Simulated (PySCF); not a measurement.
A structure optimised at r2SCAN-D4/def2-SVP, used in a PySCF frequency run:

```xyz
13

C      2.4266     1.6649     0.5534
C      1.9589     0.8065    -0.1713
C      1.3383    -0.2145    -0.9862
Ge    -0.3125    -0.9003    -0.1119
Si    -1.6745     0.9470     0.5165
H      2.8574     2.4234     1.1798
H      1.0564     0.1854    -1.9754
H      2.0218    -1.0636    -1.1580
H      0.1077    -1.7335     1.1110
H     -1.0283    -1.8303    -1.1116
H     -3.0449     0.4738     0.8811
H     -1.0833     1.6626     1.6846
H     -1.7863     1.8929    -0.6359
```
Charge 0, spin multiplicity 1.

Q: Write its SMILES and formula.

A: C#C[CH2][GeH2][SiH3], C3H8GeSi

Q: What are its rotational constants (standard atomic weights)?

A: 3.0031, 1.7754, 1.2119 GHz
